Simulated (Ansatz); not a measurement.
Reaction (isomerisation): `C#[C][AlH][CH2]C` → `CC1=[C]([AlH2])C1`

Calculated with Ansatz (gas phase, PBE0-D4/def2-TZVP geometries, no zero-point term in ΔE). CBS: MP2 limit from def2 TZ/QZ plus the TZ coupled-cluster correction, frozen cores. DFT in def2-TZVPP. B3LYP here is the variant with VWN-RPA as its local correlation; programs differ in this. One conformer a species, not always the lowest.

`C#[C][AlH][CH2]C`:

```xyz
12

C     0.138    1.072    2.864
C     0.291    0.202    2.035
Al    0.515   -1.147    0.698
C     0.050   -0.742   -1.155
C    -0.480    0.664   -1.433
H     0.006    1.836    3.598
H     1.077   -2.558    1.147
H    -0.677   -1.498   -1.482
H     0.939   -0.945   -1.767
H     0.246    1.431   -1.151
H    -1.389    0.872   -0.863
H    -0.717    0.811   -2.491
```

`CC1=[C]([AlH2])C1`:

Cartesian coordinates in Å:
```
C -0.035 1.620 1.071
C 0.304 0.367 0.392
C -0.034 -0.598 -0.422
Al -1.328 -1.391 -1.578
C 1.358 -0.646 0.224
H 0.688 2.399 0.810
H 0.027 1.490 2.156
H -1.038 1.964 0.812
H -2.725 -0.666 -1.780
H -1.005 -2.753 -2.322
H 1.553 -1.365 1.020
H 2.236 -0.422 -0.384
```

CCSD(T)/CBS gives +101.8 kJ/mol.

(1) Another level gave +80.7 kJ/mol. Which?
A. r2SCAN/def2-TZVPP
B. HF/def2-TZVPP
C. B3LYP-D4/def2-TZVPP
D. B2PLYP/def2-TZVPP

Largest T1 diagnostic among the species: 0.011.

Results:

(1) A. r2SCAN 80.7, B2PLYP 98.5, HF/def2-TZVPP 104.8, B3LYP-D4 90.3 kJ/mol.

In def2-TZVPP, CCSD(T) changes the Hartree–Fock value by −4.2 kJ/mol (the triples alone add −0.9 kJ/mol) and MP2 by −7.3 kJ/mol.
